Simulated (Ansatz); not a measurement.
`CCC[SiH2]O` + `O[Si](F)(Cl)Cl` → `O[SiH2]O[Si](F)(Cl)Cl` + propane  (ligand exchange at the Si–C bond)

Computed with Ansatz on PBE0-D4/def2-TZVP structures; ΔE is electronic, products minus reactants. CCSD(T)/CBS is the MP2 limit (def2-TZVPP, def2-QZVPP) plus CCSD(T) − MP2 in def2-TZVPP, frozen cores. Functionals use def2-TZVPP. One conformer a species, not always the lowest.

```json
{"species": "`CCC[SiH2]O`", "r2SCAN energy (Eh)": "-485.05273"}
{"species": "`O[Si](F)(Cl)Cl`", "r2SCAN energy (Eh)": "-1385.75750"}
{"species": "`O[SiH2]O[Si](F)(Cl)Cl`", "r2SCAN energy (Eh)": "-1751.75987"}
{"species": "`CCC`", "r2SCAN energy (Eh)": "-119.10273"}
```

Q: Work out ΔE.

A: ΔE = (-1751.75987) + (-119.10273) − (-485.05273) − (-1385.75750) = -0.05237 Eh = -32.9 kcal/mol. CCSD(T)/CBS gives -33.4 kcal/mol.

Largest T1 diagnostic among the species: 0.011.

From PBE to PBE0 (25 % exact exchange), in def2-TZVPP and without D4, ΔE moves by −1.4 kcal/mol. In def2-TZVPP, CCSD(T) changes the Hartree–Fock value by +5.9 kcal/mol (the triples alone add +0.8 kcal/mol) and MP2 by +5.7 kcal/mol.
